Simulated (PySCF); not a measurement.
**Radial density of Nd²⁹⁺ (neodymium, charge +29)**

UHF, [Ar] 3d10 4s2 4p1, 2P determinant. Calculation: PySCF 2.14, in an even-tempered Gaussian basis (19 s from 2 bohr⁻², ratio 2.5; 14 p from 2.6 bohr⁻², ratio 2.5; 8 d from 4.7 bohr⁻², ratio 2.5; 5 f from 15 bohr⁻², ratio 2.7; 4 g from 22 bohr⁻², ratio 2.7); the spin-free X2C one-electron Hamiltonian (Gaussian nucleus).

```
r (bohr)  4πr²ρ (e/bohr)  4πr²(ρα − ρβ)
  0.0256           71.11         0.2080
  0.0431           76.88         0.4503
  0.0724           103.3         0.2705
   0.122           74.82         0.1221
   0.205           85.73         0.9380
   0.345           36.93         0.2202
   0.580           8.750         2.4504
   0.975          0.4928         0.2106
    1.64       0.0005649         0.0002
```

Densities and radii are taken from the X2C orbitals without a picture-change correction, which distorts them close to the nucleus.

Spin-orbit coupling, absent here, splits the open shell strongly.
